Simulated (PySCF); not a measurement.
CH₃NOSi.
Cartesian coordinates in Å at the PBE0-D3(BJ)/def2-SVP level; atoms count from 1:
```
atom  x, y, z in Å
N1     2.546   -0.485    0.207
C2     1.456   -0.110    0.083
Si3   -0.315    0.454   -0.096
O4    -1.289   -0.845   -0.400
H5    -0.388    1.349   -1.272
H6    -0.639    1.156    1.176
H7    -1.336   -1.548    0.254
```

Jobs on this species (7 atoms, 38 electrons) with PySCF (density fitting). Hardware of each: an Arm Neoverse N1 with one thread (shared host). The host was shared with other jobs, so the times are rough. Peak memory is the resident size of the whole Python process, interpreter and libraries included.

| level and settings | work | basis functions | SCF cycles | wall time | peak memory |
| --- | --- | --- | --- | --- | --- |
| delta-SCF UKS SCAN, pcX-2 on the ionised atom, pcseg-1 elsewhere, spin-free X2C | ΔSCF core ionisation, 5 holes | 117 | ? | ? | ? |
| delta-SCF UKS B3LYP, pcX-2 on the ionised atom, pcseg-1 elsewhere, spin-free X2C | ΔSCF core ionisation, 5 holes | 117 | ? | ? | ? |
| delta-SCF UKS SCAN, def2-TZVP on the ionised atom, pcseg-1 elsewhere, spin-free X2C | ΔSCF core ionisation, 5 holes | 94 | ? | ? | ? |
| delta-SCF UKS SCAN, pcX-2 on the ionised atom, pcseg-1 elsewhere, non-relativistic | ΔSCF core ionisation, 5 holes | 117 | 79 | 21 s | 0.41 GiB |
| delta-SCF UKS PBE0, pcX-2 on the ionised atom, pcseg-1 elsewhere, spin-free X2C | ΔSCF core ionisation, 5 holes | 117 | 70 | 23 s | 0.41 GiB |
| delta-SCF UKS HF, pcX-2 on the ionised atom, pcseg-1 elsewhere, spin-free X2C | ΔSCF core ionisation, 5 holes | 117 | 91 | 16 s | 0.41 GiB |
| PBE0-D3(BJ)/def2-SVP, grid level 1 | geometry optimisation from a GFN2-xTB start shaken at random | 75 | 61 | 25 s | 0.32 GiB |
| delta-SCF UKS PBE, pcX-2 on the ionised atom, pcseg-1 elsewhere, spin-free X2C | ΔSCF core ionisation, 5 holes | 117 | 80 | 15 s | 0.41 GiB |
| delta-SCF UKS SCAN, pcX-1 on the ionised atom, pcseg-1 elsewhere, spin-free X2C | ΔSCF core ionisation, 5 holes | 97 | 79 | 17 s | 0.41 GiB |

Question: Fill in the missing figures.

Answer: 
- delta-SCF UKS SCAN, pcX-2 on the ionised atom, pcseg-1 elsewhere, spin-free X2C; ΔSCF core ionisation, 5 holes: 22 s, 0.39 GiB, 80 SCF cycles
- delta-SCF UKS B3LYP, pcX-2 on the ionised atom, pcseg-1 elsewhere, spin-free X2C; ΔSCF core ionisation, 5 holes: 25 s, 0.41 GiB, 72 SCF cycles
- delta-SCF UKS SCAN, def2-TZVP on the ionised atom, pcseg-1 elsewhere, spin-free X2C; ΔSCF core ionisation, 5 holes: 20 s, 0.41 GiB, 79 SCF cycles

Question: What do all jobs in the table cost together?

Answer: About 3.1 min; the longest takes about 14 % of that, and about 1.7 times as long as the shortest.
